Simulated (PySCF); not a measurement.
A mixed set of molecules. The calculation used TDDFT wB97X-D/def2-SVPD, vertical, gas phase, core orbitals frozen in the response (PySCF 2.14.0, density-fitted response routines). Geometries: GFN2-xTB; one conformer of each isolated species. Triplets are in the Tamm–Dancoff approximation.

**Question.** Rank by computed lowest singlet excitation energy, lowest first.
A. `ClCC1=C[SiH2][C@H]1Cl`
B. `C=C[C@@H]1CC[P@H]1=S`
C. `C=CC(=C)C#CC#N`
D. `CSc1c([SiH3])nns1`
E. `CC(C)C`
F. `c1(C)ncn(n1)[SiH3]`
G. `N#Cc1ccccc1`
H. `C(C)(C)c1oc(Cl)nn1`

**Answer.** D (4.13 eV), C (4.78 eV), G (5.32 eV), B (5.58 eV), A (5.79 eV), H (5.93 eV), F (6.28 eV), E (9.16 eV).

```
               SMILES  S1 (eV)  first f ≥ 0.01 (nm)  HOMO (eV)  gap (eV)  f (S1)      S1 mainly
      CSc1snnc1[SiH3]     4.13                  261      -8.63      8.71   0.001    H-1→L (95%)
       C=CC(=C)C#CC#N     4.78                  255      -9.18      8.54   0.000    H-2→L (61%)
          N#Cc1ccccc1     5.32                  214      -9.61      9.67   0.007    H-1→L (61%)
 C=C[C@@H]1CC[P@H]1=S     5.58                  211      -8.44      9.95   0.000    H-1→L (32%)
ClCC1=C[SiH2][C@H]1Cl     5.79                  202      -9.69     10.25   0.007      H→L (85%)
     CC(C)c1nnc(Cl)o1     5.93                  193      -9.58     10.73   0.000    H-1→L (98%)
     Cc1ncn([SiH3])n1     6.28                  180      -9.42     11.13   0.003  H-1→L+1 (82%)
               CC(C)C     9.16                  134     -10.99     13.43   0.006      H→L (91%)
```

H and L stand for HOMO and LUMO.

Mean S1 by what the SMILES shows (count): an aromatic ring 5.42 eV (4); a double or triple bond but no aromatic ring 5.38 eV (3).

- `CSc1snnc1[SiH3]`: Löwdin shares by element: HOMO sulfur 42% or more, carbon 27% or more, nitrogen 13% or more (atoms not listed hold the other 18%); LUMO nitrogen 32%, sulfur 24% or more, carbon 23% or more (atoms not listed hold the other 22%).
- `C=CC(=C)C#CC#N`: Löwdin shares by element: HOMO carbon 69% or more (atoms not listed hold the other 31%); LUMO carbon 65% or more (atoms not listed hold the other 35%).
- `N#Cc1ccccc1`: Löwdin shares by element: HOMO carbon 49% or more, nitrogen 15% (atoms not listed hold the other 36%); LUMO carbon 46% or more, nitrogen 12% (atoms not listed hold the other 42%).
- `C=C[C@@H]1CC[P@H]1=S`: Löwdin shares by element: HOMO (one of a set within 0.03 eV) sulfur 69%, phosphorus 15%, carbon 7% or more; LUMO carbon 53% or more, phosphorus 8% (atoms not listed hold the other 38%).
- `ClCC1=C[SiH2][C@H]1Cl`: Löwdin shares by element: HOMO chlorine 40% or more, carbon 27% or more, silicon 11% (atoms not listed hold the other 22%); LUMO carbon 61% or more, chlorine 16% or more (atoms not listed hold the other 23%).
- `CC(C)c1nnc(Cl)o1`: Löwdin shares by element: HOMO nitrogen 35%, chlorine 19%, carbon 17% or more (atoms not listed hold the other 29%); LUMO carbon 40% or more, oxygen 18%, nitrogen 14% or more (atoms not listed hold the other 27%).
- `Cc1ncn([SiH3])n1`: Löwdin shares by element: HOMO nitrogen 47% or more, carbon 34% or more (atoms not listed hold the other 19%); LUMO silicon 41%, hydrogen 32% or more (atoms not listed hold the other 27%).
- `CC(C)C`: Löwdin shares by element: HOMO carbon 50% or more, hydrogen 18% or more (atoms not listed hold the other 32%); LUMO carbon 52% (atoms not listed hold the other 48%).
